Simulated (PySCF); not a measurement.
As2BH5.

```xyz
8

B      0.0000     0.0000     0.8710
As     1.7691    -0.0632    -0.0777
H      2.4574     1.0761     0.6647
H      1.4023     0.7461    -1.3156
As    -1.7691     0.0632    -0.0777
H     -2.4574    -1.0761     0.6647
H     -1.4023    -0.7461    -1.3156
H      0.0000     0.0000     2.0753
```
Charge 0, spin multiplicity 1.

Geometry: B3LYP-D3(BJ)/def2-SVP. The structure was generated by enumeration, and PubChem lists no compound with its InChIKey, so it may never have been made.

These are PySCF with PBE/pcSseg-1 values and carry that method's errors. Non-relativistic, no solvent.

Computed absolute GIAO shielding of each atom: isotropic value and principal components (ppm):
```csv
atom,σ(iso),σ11,σ22,σ33,span
B1,-22.7,-150.3,-50.0,132.1,282.5
As2,1622.6,1407.8,1614.4,1845.7,437.8
H3,27.2,20.6,22.1,38.8,18.2
H4,27.4,20.4,25.0,36.9,16.4
As5,1622.6,1407.8,1614.4,1845.7,437.8
H6,27.2,20.6,22.1,38.8,18.2
H7,27.4,20.4,25.0,36.9,16.4
H8,20.1,10.0,24.8,25.7,15.7
```
